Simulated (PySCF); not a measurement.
CH3BrMg (SMILES [CH3][Mg][Br]), singlet, geometry from GFN2-xTB (such geometries of metal compounds can be far from the true shape).

Here is a job for PySCF.
```python
from pyscf import gto, scf, dft

mol = gto.M(
    atom='''
Mg   -0.025566   -0.377196    1.181885
Br    0.472144    0.367787   -1.017122
C    -1.692125   -0.897765    2.319775
H    -2.180997   -1.744601    1.840569
H    -2.383673   -0.056496    2.303027
H    -1.500807   -1.158520    3.354421
''',
    basis='def2-sv(p)',
    charge=0,
    spin=0,
    verbose=4,
    max_memory=1800,
)

mf = dft.RKS(mol)
mf.xc = 'camb3lyp'
mf = mf.density_fit(auxbasis='def2-universal-jkfit')
mf.kernel()
```

Q: What total energy does DF-CAMB3LYP/def2-SV(P) in PySCF give?

A: -2813.8848 Eh

Q: What Mulliken (on the basis functions themselves) charges in atom order does DF-CAMB3LYP/def2-SV(P) give?

A: Mg1 0.56, Br2 -0.33, C3 -0.65, H4 0.15, H5 0.15, H6 0.13
